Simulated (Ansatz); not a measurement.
Cost and result for the atomization energy of C2H6AlNOSi (`O=[CH][Al]1[NH][CH]1[SiH3]`) (12 atoms, 12 bonds).

```xyz
12

O     0.882    1.618    3.367
C     1.296    1.680    2.236
Al    0.601    0.310    0.928
N     1.003   -1.026   -0.075
C    -0.511   -0.884   -0.098
Si   -1.270   -0.319   -1.692
H     2.041    2.467    1.973
H     1.451   -1.756   -0.600
H    -1.053   -1.681    0.421
H    -0.627    0.961   -2.117
H    -2.732   -0.079   -1.530
H    -1.084   -1.289   -2.814
```

The species carries charge 0 and has multiplicity 1. The geometry is a stationary point of PBE0-D4/def2-TZVP. It is one conformer, not always the lowest. Program: Ansatz. All runs use 4 threads of an Arm Neoverse V2 on a shared host. Times are those of one run each, without the atoms' runs, and a repeat can differ threefold. Electronic energies, without spin–orbit coupling; frozen cores. CCSD(T)/CBS adds CCSD(T) − MP2 in def2-TZVPP to the MP2 limit, and its time is that of the two runs behind it. T1 = 0.016. B3LYP takes the VWN-RPA correlation (the form of Gaussian; ORCA's B3LYP/G).

CCSD(T)/CBS is a level of theory with its own doubt, some kJ/mol a heavy atom from the limit and from the frozen cores, so smaller differences don't rank the functionals.

```
                             level  functions  wall time  atomization (kJ/mol)  difference from CCSD(T)/CBS  per bond
   PBE-D4/def2-TZVPP (with forces)        292      3.3 s                4318.4                        115.6       9.6
                PBE0-D4/def2-TZVPP        292      4.2 s                4202.7                         -0.1       0.0
r2SCAN-D4/def2-TZVPP (with forces)        292      6.5 s                4216.2                         13.4       1.1
 B3LYP-D4/def2-TZVPP (with forces)        292      6.5 s                4204.4                          1.6       0.1
                 B2PLYP/def2-TZVPP        292        8 s                4155.4                        -47.4      -4.0
                ωB97X-V/def2-TZVPP        292       11 s                4227.4                         24.6       2.1
  ωB97M-V/def2-TZVPP (with forces)        292       16 s                4221.6                         18.8       1.6
                    MP2/def2-QZVPP        548       38 s                4238.9                         36.1       3.0
                CCSD(T)/def2-TZVPP        292    5.1 min                4068.8                       -134.0     -11.2
                 CCSD(T)/CBS(def2)          –    5.7 min                4202.8                          0.0       0.0
```

From PBE to PBE0 (25 % exact exchange), in def2-TZVPP and without D4, the atomization energy moves by −111.8 kJ/mol: exact exchange takes away binding that semilocal exchange gives to molecules. The D4 term adds +41.7 kJ/mol with B3LYP and +21.9 kJ/mol with PBE0; it sums over pairs of atoms, weighted by their polarisabilities, and B3LYP, whose exchange is more repulsive, gets the larger term. In def2-TZVPP, CCSD(T) changes the Hartree–Fock value by +1211.0 kJ/mol (the triples alone add +84.5 kJ/mol) and MP2 by +1300.9 kJ/mol; breaking electron pairs costs correlation energy, which Hartree–Fock lacks.
